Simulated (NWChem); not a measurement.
CaH$_{5}$O$_{3}$Cl; SMILES [OH][Ca](<-[OH2])(<-[OH2])[Cl]

```xyz
10

Ca    -0.0338    -0.2966     0.0844
Cl     0.8312     2.1138     0.0581
O      0.0467    -2.0573     1.2076
H      0.0059    -2.6452     1.9620
O      0.5028    -2.1656    -1.2189
H      0.4153    -2.5213    -0.2648
H      1.2679    -2.5690    -1.6371
O     -1.9223     1.0465    -0.2951
H     -2.8153     1.2993    -0.0433
H     -1.3464     1.8448    -0.2406
```
Atoms are numbered in this order, from 1.

Computed with NWChem. Pople sets run with spherical d functions. Coordinates come from a PBE0/def2-SVP optimisation. Vertical excitations in the gas phase; the lowest state need not have the same character in each row.

For level PBE0/6-31+G*, full TDDFT:

- lowest excitation, singlet (eV): 5.77
- lowest state with f > 0.02, singlet (eV): 5.77
- orbital gap (eV): 6.79

Problem. Estimate the same quantities for level B3LYP/6-31+G*, full TDDFT.

Solution. 
| Property | Value |
|---|---|
| lowest excitation, singlet (eV) | 5.45 |
| lowest state with f > 0.02, singlet (eV) | 5.45 |
| orbital gap (eV) | 6.23 |
